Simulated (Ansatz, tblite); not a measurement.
Cost and result up the ladder for the cluster SnTe2⁺ (the lowest doublet isomer of a short search) (3 atoms). Total charge 1; doublet. Geometry: PBE0-D4/def2-SVP.

```tsv
atom	x (Å)	y (Å)	z (Å)
Sn1	0.3593	0.0861	1.6250
Te2	-0.9863	1.0256	-0.6908
Te3	0.6270	-1.1117	-0.9342
```

Ansatz on 4 threads of Arm Neoverse V1 on a shared host; xTB runs through tblite on one thread. Times are rough, summed over both states, and most runs start from the orbitals of an earlier one. ωB97M-V/def2-TZVP serves as the yardstick here, not as an exact answer. Differences are given only for rows in sets of like size (and for xTB, whose basis is part of the method), since another set adds its own error. The other state is a quartet at its own geometry.

In the def2 sets Sn, Te take a core potential; there is no spin–orbit coupling. The xTB rows come from tblite. LC-ωPBE has ω = 0.4 bohr⁻¹. Correlated methods freeze 12 core orbitals; core or outer-core shells of Sn, Te are correlated, in sets that lack core-valence functions. The rows differ in basis, and correlated rows in double-zeta sets carry the largest basis error. In CCSD on the charge 1 quartet the largest single amplitude is 0.31, so its Hartree–Fock determinant may place the open shell otherwise than the density functionals do. The structure comes from a short search, and lower isomers may exist.

Correlated methods converge slowly with the basis, most of all in double-zeta sets (MP2 moves by 0.12 eV from def2-SVP to def2-TZVP here).

xTB has no spin-polarisation term.

| level | functions | wall time | quartet − doublet (eV) | difference from ωB97M-V/def2-TZVP (eV) | remarks |
| --- | --- | --- | --- | --- | --- |
| GFN1-xTB | 27 | 0.005 s | 3.32 | 1.35 | – |
| GFN2-xTB | 27 | 0.008 s | 3.00 | 1.03 | – |
| LDA (SPW92)/def2-TZVP | 150 | 2.7 s | 2.28 | 0.31 | – |
| PBE-D4/def2-TZVP | 150 | 5.7 s | 2.03 | 0.06 | – |
| PBE0-D4/def2-TZVP | 150 | 8.8 s | 2.01 | 0.04 | – |
| CAM-B3LYP-D4/def2-TZVP | 150 | 12 s | 1.94 | -0.02 | – |
| r2SCAN-D4/def2-TZVP (with forces) | 150 | 14 s | 1.98 | 0.01 | – |
| RPA@PBE/def2-TZVP | 150 | 14 s | 1.89 | -0.08 | – |
| LC-ωPBE/def2-TZVP | 150 | 15 s | 1.93 | -0.04 | – |
| MP2/def2-TZVP | 150 | 15 s | 2.31 | 0.34 | spin-contaminated (⟨S²⟩ 0.83) (doublet) |
| CCSD(T)/def2-SVP | 78 | 16 s | 1.92 | – | – |
| r2SCAN0-D4/def2-TZVP | 150 | 21 s | 1.95 | -0.02 | – |
| ωB97M-V/def2-TZVP | 150 | 54 s | 1.97 | 0.00 | – |
